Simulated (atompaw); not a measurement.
## u(r) = r·R(r): atom against pseudo-atom (ruthenium (Ru))

Columns: radius, all-electron u(r) and pseudo u(r) of the 5p shell (level -6.27 eV) of ruthenium in the configuration [Ar] 3d10 4s2 4p6 4d7 5s0 5p0; LDA (PW92), scalar-relativistic, PAW (atompaw) scheme, atompaw 4.2.0.5.

| r (bohr) | all-electron | pseudo |
| --- | --- | --- |
| 0.085 | -0.0935 | -0.0035 |
| 0.169 | 0.0336 | -0.0136 |
| 0.254 | 0.1376 | -0.0294 |
| 0.338 | 0.1343 | -0.0492 |
| 0.423 | 0.0607 | -0.0716 |
| 0.508 | -0.0361 | -0.0943 |
| 0.592 | -0.1241 | -0.1148 |
| 0.677 | -0.1907 | -0.1318 |
| 0.762 | -0.2303 | -0.1431 |
| 0.846 | -0.2441 | -0.1473 |
| 0.931 | -0.2364 | -0.1434 |
| 1.015 | -0.2121 | -0.1313 |
| 1.100 | -0.1752 | -0.1105 |
| 1.185 | -0.1297 | -0.0819 |
| 1.269 | -0.0798 | -0.0470 |
| 1.354 | -0.0265 | -0.0064 |
| 1.438 | 0.0269 | 0.0375 |
| 1.523 | 0.0803 | 0.0846 |
| 1.608 | 0.1321 | 0.1332 |
| 1.692 | 0.1810 | 0.1811 |
| 1.777 | 0.2278 | 0.2278 |
| 1.862 | 0.2715 | 0.2715 |
| 1.946 | 0.3115 | 0.3115 |
| 2.031 | 0.3486 | 0.3486 |
| 2.115 | 0.3820 | 0.3820 |
| 2.200 | 0.4126 | 0.4126 |

**Question.** How many radial nodes do the two functions have?

**Answer.** The all-electron 5p function has n − l − 1 = 3; the pseudo-wave has 1, since 1 lower shell of the same l stays in the valence.

**Question.** At about which radius was the pseudo-wave matched?

**Answer.** 1.75 bohr, where the columns begin to agree (steps of 0.08 bohr).

**Question.** Is the pseudo-wave norm-conserving?

**Answer.** No, it belongs to a PAW set: the norm inside the radius is not constrained, and the difference is carried by the augmentation charge.
